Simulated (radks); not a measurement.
The numbers below are computed, except where a source is named.
Ir75+, 2 electrons, occupied as [He].

Level of theory: Dirac Kohn-Sham, BLYP, spin-unpolarised, spherical densities, finite nucleus; Fermi nuclear charge, rms radius 5.4032 fm (a radial shooting solver on a logarithmic mesh with Libxc functionals).

Energy parts (eV):
| part | energy |
|---|---|
| total | -175027.19 |
| kinetic | 211054.48 |
| electron-nucleus | -387563.37 |
| Hartree | 2984.55 |
| exchange-correlation | -1502.85 |

Orbitals (lengths in bohr, moments of r in powers of bohr; <r^-3> diverges for s and p1/2; r(max) is where P^2 peaks; r(90%) holds 90 % of the orbital's charge):
orbital	occ.	eigenvalue (eV)	<r>	r(max)	r(90%)	<r^-3>	small-component weight
1s1/2	2	-86220.23	0.01735	0.01079	0.0316	-	8.56e-02
2s1/2	0	-21944.95	0.07094	0.06100	0.111	-	2.05e-02
2p1/2	0	-21687.77	0.05768	0.04438	0.0962	-	2.08e-02
2p3/2	0	-19875.59	0.06567	0.05126	0.107	20750	1.87e-02

The highest occupied level is 1s1/2 at -86220 eV. For comparison, the ionisation energy in NIST's Atomic Spectra Database is 86442.4 eV (theoretical). In exact Kohn-Sham theory the highest level is minus the ionisation energy, but local and semilocal functionals leave it too shallow, through self-interaction and a potential that decays too fast; potentials with the right tail come closer. The density falls to 0.001 e/bohr^3 at r = 0.12 bohr. The electron density at the nucleus is 1.524e+06 e/bohr^3. Summed over all electrons, <r^2> = 0.0008295 bohr^2, which gives a Langevin (diamagnetic) susceptibility term of -0.000657 x 10^-6 cm^3/mol.
